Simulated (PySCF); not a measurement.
Species: C₂H₁₁NOSi₂.
Bonds: C1–O2, O2–C3, C3–Si4, Si4–Si5, Si5–N6. Hydrogens: H7, H8, H9 on C1; H10, H11 on C3; H12, H13 on Si4; H14, H15 on Si5; H16, H17 on N6.

Computed geometry: GFN2-xTB, gas phase.

(1) Give the optimised bond lengths and angles.

Answers

(1) 
| bond | length (bohr) |
| --- | --- |
| C1–O2 | 2.648 |
| O2–C3 | 2.675 |
| C3–Si4 | 3.602 |
| Si4–Si5 | 4.356 |
| Si5–N6 | 3.269 |
| C1–H7, C1–H8 | 2.075 |
| C1–H9 | 2.057 |
| C3–H10, C3–H11 | 2.075 |
| Si4–H12, Si4–H13 | 2.785 |
| Si5–H14, Si5–H15 | 2.783 |
| N6–H16, N6–H17 | 1.903 |

Bonds in one row agree within 0.02 bohr and their mean is given. A selection of angles:
| angle | degrees |
| --- | --- |
| O2–C1–H7 | 111.2 |
| O2–C1–H9 | 107.0 |
| H7–C1–H8 | 108.5 |
| H7–C1–H9 | 109.5 |
| C1–O2–C3 | 113.8 |
| O2–C3–Si4 | 104.1 |
| O2–C3–H10 | 110.2 |
| Si4–C3–H10 | 113.0 |
| H10–C3–H11 | 106.7 |
| C3–Si4–Si5 | 107.0 |
| C3–Si4–H12 | 105.7 |
| Si5–Si4–H12 | 118.0 |
| Si5–Si4–H13 | 114.8 |
| H12–Si4–H13 | 104.2 |
| Si4–Si5–N6 | 104.9 |
| Si4–Si5–H14 | 113.9 |
| Si4–Si5–H15 | 115.7 |
| N6–Si5–H14 | 113.4 |
| N6–Si5–H15 | 102.6 |
| H14–Si5–H15 | 106.0 |
| Si5–N6–H16 | 119.2 |
| H16–N6–H17 | 109.2 |

Dihedral angles: C1–O2–C3–Si4 180° (antiperiplanar); O2–C3–Si4–Si5 43° (synclinal); C3–Si4–Si5–N6 171° (antiperiplanar). The mirror-image conformer, all signs reversed, is as good.

Of the pairs four or more bonds apart, H8···H11 is among the closest relative to their van der Waals radii: 2.44 Å, 101 % of the sum of Bondi's values. O2 (ether oxygen) is bent (angle 113.8°). Si5 (SiH2 silicon) is distorted tetrahedral (angles from 102.6° to 115.7°). Si4 (SiH2 silicon) is distorted tetrahedral (angles from 104.2° to 118.0°). N6 (silicon-bound nitrogen) is pyramidal (angles 119.2°, 118.8° and 109.2°, sum 347.3°, 0.25 Å off the plane of its three neighbours).

Point group: C1 (no symmetry element, even within 0.4 Å). Whether it is a minimum is left open (no frequencies). One conformer, not necessarily the lowest (C1–O2–C3–Si4 180°, O2–C3–Si4–Si5 43°, C3–Si4–Si5–N6 171°, Si4–Si5–N6–H 50° and -173°).
